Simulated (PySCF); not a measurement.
## EPR parameters of C3H13Si3

Species: C₃H₁₃Si₃ (doublet state).
SMILES with atom numbers: `[SiH3:1][CH2:2][CH:3][SiH2:4][CH2:5][SiH3:6]` (hydrogens: H7, H8, H9 on Si1; H10, H11 on C2; H12 on C3; H13, H14 on Si4; H15, H16 on C5; H17, H18, H19 on Si6)

Cartesian coordinates in Å at the GFN2-xTB level; atoms count from 1:
```xyz
19
C3H13Si3 angstrom
Si    -2.7228    0.9583    0.6648
C     -2.1719   -0.3551   -0.6423
C     -0.7249   -0.2769   -0.8069
Si     0.4701   -1.3389    0.1128
C      2.2318   -0.7771   -0.3282
Si     2.6952    0.9723    0.2258
H     -4.1849    0.9189    0.7623
H     -2.1139    0.6219    1.9480
H     -2.2967    2.2786    0.2011
H     -2.4825   -1.3360   -0.2852
H     -2.7078   -0.1291   -1.5662
H     -0.3688    0.5170   -1.4483
H      0.2833   -1.2666    1.5761
H      0.3006   -2.7614   -0.2519
H      2.3698   -0.8591   -1.4066
H      2.9343   -1.4824    0.1153
H      2.5990    1.0791    1.6838
H      1.8073    1.9676   -0.3835
H      4.0731    1.2783   -0.1784
```

The hyperfine couplings belong to this conformer and change with its torsions.

Level of theory: UKS B3LYP, pcH-1 on C H Si, non-relativistic, mean-field spin-orbit, GIAO (PySCF). Isolated species at its GFN2-xTB geometry (one conformer only). A GFN2-xTB geometry isn't a minimum of the functional, and hyperfine couplings can be far from their values at a DFT geometry. No stability test was run, so a lower SCF solution isn't excluded.

```json
{
  "g1, g2, g3": "2.00205, 2.00271, 2.00300",
  "g_iso": "2.00259",
  "Form of g": "rhombic: the two nearest values differ by 30 % of g3 − g1",
  "⟨S²⟩": "0.7537 (exact 0.7500)",
  "α and β electrons": "37, 36"
}
```

Isotropic coupling and dipolar principal values T1 to T3, in mT; ρ(0) is the spin density at the nucleus (MHz turned into mT with g_iso):

```csv
atom,isotope,a_iso,of which spin–orbit,T1,T2,T3,Mulliken spin population,ρ(0) (bohr⁻³)
Si1,29Si,-4.79,0.00,-0.76,0.34,0.42,0.07,0.1512
C2,13C,-0.89,0.00,-0.18,-0.02,0.21,-0.06,-0.0221
C3,13C,2.61,0.00,-2.50,-2.47,4.97,0.93,0.0652
Si4,29Si,1.61,0.00,-0.06,-0.03,0.09,-0.03,-0.0509
C5,13C,-0.04,0.00,-0.02,-0.01,0.03,0.00,-0.0010
Si6,29Si,-0.04,0.00,-0.02,0.01,0.01,0.00,0.0014
H7,1H,1.21,0.00,-0.08,-0.04,0.11,0.02,0.0076
H8,1H,-0.13,0.00,-0.10,-0.06,0.16,0.00,-0.0008
H9,1H,-0.13,0.00,-0.11,-0.06,0.16,0.00,-0.0008
H10,1H,1.04,0.00,-0.14,-0.13,0.27,0.01,0.0065
H11,1H,2.25,0.00,-0.16,-0.12,0.28,0.02,0.0141
H12,1H,-1.90,0.00,-1.20,0.00,1.20,-0.04,-0.0119
H13,1H,2.06,0.00,-0.11,-0.06,0.17,0.03,0.0129
H14,1H,2.06,0.00,-0.11,-0.07,0.18,0.03,0.0129
H15,1H,0.01,0.00,-0.07,-0.07,0.14,0.00,0.0000
H16,1H,-0.06,0.00,-0.04,-0.03,0.08,0.00,-0.0004
H17,1H,0.00,0.00,-0.03,-0.03,0.06,0.00,0.0000
H18,1H,0.10,0.00,-0.07,-0.06,0.12,0.00,0.0006
H19,1H,0.06,0.00,-0.02,-0.02,0.04,0.00,0.0004
```

Largest spin populations (Mulliken): C3 (+0.93) and Si1 (+0.07). No atom but C3 exceeds +0.15. The angles at C3 add up to 359.8°, so it is planar; its axial dipolar tensor and the negative coupling of its proton fit spin in a p orbital normal to that plane.

Axes: g2 points within 15° of the C2–C3 bond.

Under fast tumbling the dipolar parts average out, and these isotropic splittings remain: 2 × 1H (H13/H14, I = 1/2, 3 lines) with 2.06 mT, 1 × 1H (H12, I = 1/2, 2 lines) with 1.90 mT, 2 × 1H (H10/H11, I = 1/2, 3 lines) with 1.64 mT, 3 × 1H (H7/H8/H9, I = 1/2, 4 lines) with 0.31 mT and 3 × 1H (H17/H18/H19, I = 1/2, 4 lines) with 0.05 mT.

Class means assume fast exchange of nuclei equivalent by connectivity; if that motion is slow, each nucleus keeps its own coupling. The three 1H nuclei of mean +8.8 MHz run from -3.8 to 33.8 MHz in the frozen geometry. The 1H value of +46.0 MHz is a mean of couplings from 29.1 to 63.0 MHz in this one geometry, not an average over conformers.

The 13C coupling of C3 (73.1 MHz) shows only in satellite lines or after enrichment, since that isotope makes up about 1.07 % of natural carbon.

The 29Si coupling of Si1 (-134.3 MHz) shows only in satellite lines or after enrichment, since that isotope makes up about 4.7 % of natural silicon.

Examples of negative spin density at the nucleus (bohr⁻³): Si4 (-0.0509), C2 (-0.0221) and H12 (-0.0119).
